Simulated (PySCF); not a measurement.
Species: C5H3F3.
Numbering: `[F:1][C:2]1=[CH:3][C:4]([F:5])([F:6])[CH:7]=[CH:8]1` (hydrogens: H9 on C3; H10 on C7; H11 on C8)

A GFN2-xTB structure with every atom displaced at random (by about 0.01 Å) was refined with PySCF 2.14.0, PBE0-D3(BJ)/def2-SVP geometry optimisation, gas phase. Values at the start:

| coordinate | start |
| --- | --- |
| F1–C2 | 1.353 Å |
| C2=C3 | 1.339 Å |
| C2–C8 | 1.466 Å |
| C3–C4 | 1.464 Å |
| C3–H9 | 1.069 Å |
| C4–F5 | 1.374 Å |
| C4–C7 | 1.512 Å |
| C7=C8 | 1.338 Å |
| C7–H10 | 1.082 Å |
| C8–H11 | 1.055 Å |
| F1–C2–C3 | 126.5° |
| F1–C2–C8 | 121.3° |
| C2–C8–C7 | 107.4° |
| C3–C4–F5 | 113.2° |
| C3–C4–C7 | 105.6° |
| C4–C7–C8 | 108.2° |
| F5–C4–F6 | 102.7° |
| F5–C4–C7 | 111.6° |
| C2–C3–C4–F5 | -122° |

Problem. How do these coordinates change at the PBE0-D3(BJ)/def2-SVP level?

Solution. 
```tsv
coordinate	PBE0-D3(BJ)/def2-SVP (Å or °)	change
C3–C4	1.509	+0.045
F1–C2	1.316	-0.037
C8–H11	1.090	+0.035
C4–F5	1.355	-0.019
C3–H9	1.087	+0.018
C2–C8	1.483	+0.017
C4–C7	1.521	+0.009
C7–H10	1.090	+0.008
C2=C3	1.335	-0.004
C7=C8	1.335	-0.003
F5–C4–F6	106.3	+3.6
C3–C4–F5	112.1	-1.1
F1–C2–C8	120.3	-1.0
F1–C2–C3	127.5	+1.0
F5–C4–C7	110.8	-0.8
C3–C4–C7	104.9	-0.7
C2–C8–C7	108.0	+0.6
C4–C7–C8	108.6	+0.4
C2–C3–C4–F5	-120	+2
```

The energy falls by 12.9 kJ/mol over 8 energy and gradient evaluations, the largest force component goes from 0.0454 to 3.4e-04 Eh/bohr, and the atoms move by 0.028 Å rms after alignment. The bond that changes most is C3–C4 (alkene CH carbon to CF2 carbon), which lengthens by 0.045 Å. Bonds longer at the end by more than 0.005 Å: 6 of 11; shorter: 3. Rotational constants go from 4286, 1487, 1366 to 4253, 1503, 1382 MHz.

The run used 127 basis functions and 59 SCF cycles in all.

PBE0-D3(BJ)/def2-SVP frequencies: not computed here.
